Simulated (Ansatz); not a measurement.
System: BI, net charge 1, doublet state. SMILES: [B][I+]
Structure (B3LYP-D3(BJ)/def2-TZVP (Ansatz, a quantum-chemistry and plane-wave program) minimum search):
```xyz
2

B      0.0000     0.0000    -1.7972
I      0.0000     0.0000     0.1695
```
Charge +1, spin multiplicity 2.

Task: Give the harmonic wavenumbers at B3LYP-D3(BJ)/def2-TZVP (Ansatz, finite differences of forces, unscaled).

Result: 784 cm⁻¹. Zero-point energy 1.1 kcal/mol.

Task: From these and the geometry, give the ideal-gas thermochemistry at 298.15 K and 1 atm (rigid rotor, harmonic oscillator).

Result: Point group C∞v, rotational symmetry number 1. Rotational constants 13.12, 13.12 GHz. S(trans) 40.67, S(rot) 14.23, S(vib) 0.22, S(elec, spin only) 1.38, S 56.5 cal/(mol K). H(298) - H(0) 2.13 kcal/mol; G - E(el) -13.6 kcal/mol.
